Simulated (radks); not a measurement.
The numbers below are computed, except where a source is named.
Q: The mean radii <r> (bohr) of the occupied orbitals of an atom or ion are listed with their occupations. Level of theory: scalar-relativistic Kohn-Sham, PBE, spin-polarised, spherical densities, finite nucleus; Fermi nuclear charge, rms radius of each element as measured or else 0.836 A^(1/3) + 0.57 fm (a radial shooting solver on a logarithmic mesh with Libxc functionals).

orbital  occ.      <r>
1s up       1  0.02842
1s down     1  0.02842
2s up       1   0.1225
2s down     1   0.1225
2p up       3   0.1070
2p down     3   0.1070
3s up       1   0.3281
3s down     1   0.3280
3p up       3   0.3256
3p down     3   0.3254
3d up       5   0.3007
3d down     5   0.3004
4s up       1   0.7172
4s down     1   0.7174
4p up       3   0.7439
4p down     1   0.7447

Name the element and its charge. Open shells, if any, are filled with parallel spins first.

A: Z = 51, antimony, charge +17: Sb17+ in [Ar] 3d10 4s2 4p4. The 1s radius gives Z: for a bare nucleus <r> = (2 gamma + 1)/(2Z) with gamma = sqrt(1 - (Z/c)^2), 0.028 bohr for Z = 51, and screening makes it slightly larger (0.02842 here). The occupations add up to 34, and the charge is Z minus that.
